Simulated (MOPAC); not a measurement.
A run for MOPAC: PM3 on LiP+, 2S+1 = 4, a spin state set in the input, which need not be the lowest, a point of a bond scan (R = 2.518 Å). Charge +1.

```
PM3 1SCF PRECISE CHARGE=1 UHF MS=1.5 THREADS=1
LiP

Li     0.00000000 1     0.00000000 1     0.00000000 1
P      0.00000000 1     0.00000000 1     2.51832300 1
```

It printed:

```
*******************************************************************************
 **                                                                           **
 **                              MOPAC v23.2.5                                **
 **                                                                           **
 *******************************************************************************
 ** MOPAC's Digital Object Identifier: https://doi.org/10.5281/zenodo.6511958 **
 **                                                                           **
 ** Please cite the open-source release paper for use of this MOPAC version:  **
 ** J. E. Moussa and J. J. P. Stewart (2026)                                  **
 ** MOPAC: An open-source semiempirical molecular orbital program             **
 ** J. Open Source Softw., 11(119), 8025, https://doi.org/10.21105/joss.08025 **
 *******************************************************************************

                              PM3 CALCULATION RESULTS

 *******************************************************************************
 *  PM3        - The PM3 Hamiltonian to be used
 *  UHF        - UNRESTRICTED HARTREE-FOCK CALCULATION
 *
 *
 *
 *                 CHARGE ON SYSTEM = +1
 *
 *
 *
 *  MS=        - IN MECI, MAGNETIC COMPONENT OF SPIN =  1.5
 *  PRECISE    - TIGHTER CRITERIA TO BE USED
 *  1SCF       - DO 1 SCF AND THEN STOP
 *  THREADS=1  - MULTI-THREADING NOT USED
 *  T=         - A TIME OF 172800.0 SECONDS REQUESTED
 *  DUMP=N     - RESTART FILE WRITTEN EVERY 7200.0 SECONDS REQUESTED
 *******************************************************************************
PM3 1SCF PRECISE CHARGE=1 UHF MS=1.5 THREADS=1
 LiP

   ATOM   CHEMICAL          X               Y               Z
  NUMBER   SYMBOL      (ANGSTROMS)     (ANGSTROMS)     (ANGSTROMS)

     1      Li          0.00000000  *   0.00000000  *   0.00000000  *
     2       P          0.00000000  *   0.00000000  *   2.51832300  *



          CARTESIAN COORDINATES

    NO.       ATOM           X           Y           Z

     1        Li          0.0000      0.0000      0.0000
     2         P          0.0000      0.0000      2.5183

 Li: (PM3): E. ANDERS, R. KOCH, P. FREUNSCHT, J. COMP. CHEM 14 1301-1312  1993
  P: (PM3): J. J. P. STEWART, J. COMP. CHEM. 10, 209 (1989).

           Empirical Formula: Li P  =     2 atoms



      MOLECULAR POINT GROUP   :   C*v


          UHF CALCULATION, NO. OF ALPHA ELECTRONS =    4
                           NO. OF BETA  ELECTRONS =    1

 -------------------------------------------------------------------------------
 PM3 1SCF PRECISE CHARGE=1 UHF MS=1.5 THREADS=1
 LiP



     1SCF WAS SPECIFIED, SO BFGS WAS NOT USED
     SCF FIELD WAS ACHIEVED


                              PM3 CALCULATION
                                                       MOPAC v23.2.5 Linux




          FINAL HEAT OF FORMATION =        217.24421 KCAL/MOL =     908.94976 KJ/MOL


          COSMO AREA              =         88.94 SQUARE ANGSTROMS
          COSMO VOLUME            =         72.24 CUBIC ANGSTROMS

          IONIZATION POTENTIAL    =         13.282989 EV
          ALPHA SOMO LUMO (EV)    =        -13.283 -5.248
          BETA  SOMO LUMO (EV)    =        -22.153 -6.593
          NO. OF ALPHA ELECTRONS  =          4
          NO. OF BETA  ELECTRONS  =          1
          MOLECULAR WEIGHT        =         37.9138         POINT GROUP:  C*v

          MOLECULAR DIMENSIONS (Angstroms)

            Atom       Atom       Distance
            P     2   Li     1     2.51832
            P     2   Li     1     0.00000
           Li     1    P     2     0.00000


          SCF CALCULATIONS        =          1





   ATOM   CHEMICAL          X               Y               Z
  NUMBER   SYMBOL      (ANGSTROMS)     (ANGSTROMS)     (ANGSTROMS)

     1      Li          0.00000000  *   0.00000000  *   0.00000000  *
     2       P          0.00000000  *   0.00000000  *   2.51832300  *

                             CARTESIAN COORDINATES

   1   Li        0.000000000     0.000000000     0.000000000
   2    P        0.000000000     0.000000000     2.518323000


           Empirical Formula: Li P  =     2 atoms



      MOLECULAR POINT GROUP   :   C*v


          ALPHA EIGENVALUES
 -26.57473 -13.57016 -13.28299 -13.28299  -5.24847  -3.44611  -3.44611  -3.31531


           BETA EIGENVALUES
 -22.15293  -6.59260  -6.19240  -6.19240  -5.13036  -3.33246  -3.33246  -3.08019


              NET ATOMIC CHARGES AND DIPOLE CONTRIBUTIONS

  ATOM NO.   TYPE          CHARGE      No. of ELECS.   s-Pop       p-Pop
    1         Li           0.827992        0.1720     0.06028     0.11173
    2          P           0.172008        4.8280     1.89610     2.93190
 DIPOLE           X         Y         Z       TOTAL
 POINT-CHG.     0.000     0.000    -7.801     7.801
 HYBRID        -0.000     0.000    -0.606     0.606
 SUM           -0.000     0.000    -8.407     8.407


          ATOMIC ORBITAL ELECTRON POPULATIONS

     Atom    s        px        py        pz
    1 Li   0.06028   0.01155   0.01155   0.08862
    2  P   1.89610   0.98845   0.98845   0.95500


                    (SZ)    =    1.500000
                    (S**2)  =    3.752460


          ATOMIC ORBITAL SPIN POPULATIONS

    Atom   Total    s     px     py     pz
         Atomic
    1 Li  0.0425  0.012  0.012  0.012  0.007
    2  P  2.9575  0.035  0.988  0.988  0.945

 **********************
 *                    *
 * JOB ENDED NORMALLY *
 *                    *
 **********************




 == MOPAC DONE ==
```

The run finished.

Cost: roughly 0.010 core-seconds.
